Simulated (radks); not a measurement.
Nd+, 59 electrons, occupied as [Xe] 4f4 6s1. Calculated with a radial shooting solver on a logarithmic mesh with Libxc functionals: scalar-relativistic Kohn-Sham, BLYP, spin-polarised, spherical densities, finite nucleus; open shells are filled with parallel spins first (spin-orbit coupling, left out, can overturn this in heavy ions); Fermi nuclear charge, rms radius 4.9123 fm.

Normalised radial functions P(r) = r R(r), r in bohr:

r          5s down  5p down    6s up
0.0008379   0.0314   0.0005   0.0109
0.001322    0.0458   0.0012   0.0160
0.002086    0.0657   0.0026   0.0229
0.003317    0.0916   0.0059   0.0319
0.005234    0.1205   0.0127   0.0420
0.008258    0.1446   0.0270   0.0504
0.01303     0.1450   0.0549   0.0505
0.02072     0.0898   0.1038   0.0312
0.03269    -0.0419   0.1671  -0.0146
0.05158    -0.2019   0.2027  -0.0703
0.08138    -0.2074   0.1144  -0.0721
0.1294      0.1048  -0.1447   0.0369
0.2042      0.3481  -0.2885   0.1207
0.3222     -0.1023   0.0723  -0.0385
0.5084     -0.5100   0.4445  -0.1722
0.8085      0.2769  -0.0891   0.1190
1.276       0.9681  -0.8098   0.2674
2.013       0.5976  -0.7152  -0.1659
3.175       0.1219  -0.2439  -0.5714
5.05        0.0060  -0.0272  -0.4168
7.968       0.0000  -0.0006  -0.0972
12.57       0.0000  0.0000  -0.0052

5s down: eigenvalue -45.016 eV, 4 radial nodes at r = 0.0290, 0.115, 0.301, 0.719 bohr, <r> = 1.48 bohr, 90 % of the charge inside 2.14 bohr. 5p down: eigenvalue -26.860 eV, 3 radial nodes at r = 0.102, 0.303, 0.771 bohr, <r> = 1.74 bohr, 90 % of the charge inside 2.56 bohr. 6s up: eigenvalue -8.488 eV, 5 radial nodes at r = 0.0290, 0.115, 0.300, 0.700, 1.76 bohr, <r> = 3.95 bohr, 90 % of the charge inside 5.70 bohr.
